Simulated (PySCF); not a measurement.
C6H6O, SMILES C1[C@H]2C=C[C@@H](C=1)O2.

Coordinates come from a PBE-D3(BJ)/def2-SVP optimisation. The structure was generated by enumeration; whether it is a known compound was not checked. Other conformers were not sampled.

Method: PBE0/def2-TZVP (PySCF).

Symmetry labels are those of the subgroup C2v that the program uses (full group C2v).

List the valence orbital energies around the gap with their symmetry. (An estimate is asked for; the answer gives what the named calculation found.)


```tsv
orbital	symmetry	energy (eV)
HOMO−7	B1	-11.54
HOMO−6	A1	-11.11
HOMO−5	A1	-10.66
HOMO−4	B1	-10.60
HOMO−3	A2	-9.63
HOMO−2	B2	-7.85
HOMO−1	A1	-7.79
HOMO	B2	-6.50
LUMO	B1	-0.86
LUMO+1	A2	0.90
LUMO+2	A1	1.63
LUMO+3	B1	2.44
```
